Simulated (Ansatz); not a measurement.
Isomers of GeTe2⁻ (doublet), relaxed with r2SCAN-D4/def2-TZVPD; total energies from Ansatz at PBE0-D4/def2-TZVPD.

```json
{"isomer": "A", "description": "point group C2v; 2 × Ge–Te 2.46 Å", "energy (Eh)": "-2612.96841"}
{"isomer": "B", "description": "point group Cs; 1 × Ge–Te 2.48 Å; 1 × Te–Te 2.72 Å", "energy (Eh)": "-2612.92821"}
```

In the def2 sets Te takes a core potential; there is no spin–orbit coupling.

The isomers come from a short search, and lower ones may exist.

Problem. Work out the relative energies (1 Eh = 2625.5 kJ/mol) and the Boltzmann populations at 1200 K from electronic energies alone (R = 8.314 J/mol/K).

Solution. ΔE: A 0.0, B 105.5 kJ/mol. RT = 9.98 kJ/mol. Factors exp(−ΔE/RT): A 1, B 2.56e-05; sum 1.000. Populations: A 100.0 %, B 0.0 %. Zero-point energy, vibrational entropy and symmetry numbers are left out and can shift these; an error of 4 kJ/mol changes a ratio by a factor of 1.5. Over the other density-functional and correlated levels in def2 sets, the gap between A and B ranges from 97 to 113 kJ/mol.
